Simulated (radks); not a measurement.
Neutral thulium inside a hard spherical wall (all orbitals vanish at R), configuration held at [Xe] 4f13 6s2 and not refilled when levels cross. All-electron calculation, scalar-relativistic Kohn-Sham, PBE, spin-polarised, spherical densities, point nucleus; open shells are filled with parallel spins first (spin-orbit coupling, left out, can overturn this in heavy ions). Program: a radial shooting solver on a logarithmic mesh with Libxc functionals. Eigenvalues in eV for spin up, with the zero of energy where the potential of the charges vanishes at infinity; a dash marks a level that is unbound or too diffuse for the functional's potential to be trusted. A positive occupied level is held by the wall or, in an anion where self-interaction has pushed it up, behind a barrier. The pressure on the wall is -dE/dV.

R (bohr)  E (hartree)  kinetic (hartree)    e(5s)    e(5p)   e(6s)   e(4f)  e(6p, empty)  e(5d, empty)  pressure (GPa)
free      -13567.4764          14749.046  -53.586  -27.050  -3.888  -3.468             -             -               0
15        -13567.4764          14749.046  -53.584  -27.048  -3.886  -3.467        -1.107        -0.808        0.000138
12        -13567.4762          14749.049  -53.558  -27.022  -3.867  -3.441        -1.022        -0.770         0.00466
7         -13567.4394          14749.263  -52.426  -25.908  -2.768  -2.331         1.136         0.428            1.67
6         -13567.3806          14749.525  -51.447  -24.960  -1.494  -1.357         3.276         1.514            5.99
5         -13567.2192          14750.155  -49.718  -23.317   1.447   0.409         7.905         3.602            24.6
4         -13566.7082          14752.063  -46.289  -20.092   9.327   4.122        19.348         8.188             134
3.5       -13566.0326          14754.609  -42.998  -16.909  18.450   7.904        31.674        12.892             370
2.5       -13560.5798          14774.472  -25.712    1.796  76.190  28.672        101.67        39.680            4710
2         -13548.7927          14813.728    1.692   33.982  172.70  58.331        209.95        82.988           23800
